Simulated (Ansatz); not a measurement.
`FBC[SiH3]` + `CC[SeH]` → `CC[Se]BF` + `C[SiH3]`  (ligand exchange at a B–C bond)

Calculated with Ansatz (gas phase, PBE0-D4/def2-TZVP geometries, no zero-point term in ΔE). CCSD(T)/CBS is the MP2 limit (def2-TZVPP, def2-QZVPP) plus CCSD(T) − MP2 in def2-TZVPP, frozen cores. This one scheme is used for every species. Functionals use def2-TZVPP. B3LYP here is the variant with VWN-RPA as its local correlation; programs differ in this. For Se outer-core shells are correlated without core-valence functions, which leaves a few kJ/mol of doubt a bond. Scalar relativity is left out up to krypton. One conformer a species, not always the lowest.

```tsv
level	ΔE (kJ/mol)
B3LYP	-54.9
CCSD(T)/def2-TZVPP	-57.3
```

Question: What does CCSD(T)/CBS give? (Estimate.)

Answer: The calculation gave: -58.0 kJ/mol. The listed levels differ from it by 3.1, 0.7 kJ/mol.

Largest T1 diagnostic among the species: 0.012.

From PBE to PBE0 (25 % exact exchange), in def2-TZVPP and without D4, ΔE moves by +3.3 kJ/mol. In def2-TZVPP, CCSD(T) changes the Hartree–Fock value by −9.9 kJ/mol (the triples alone add −2.8 kJ/mol) and MP2 by −13.3 kJ/mol.
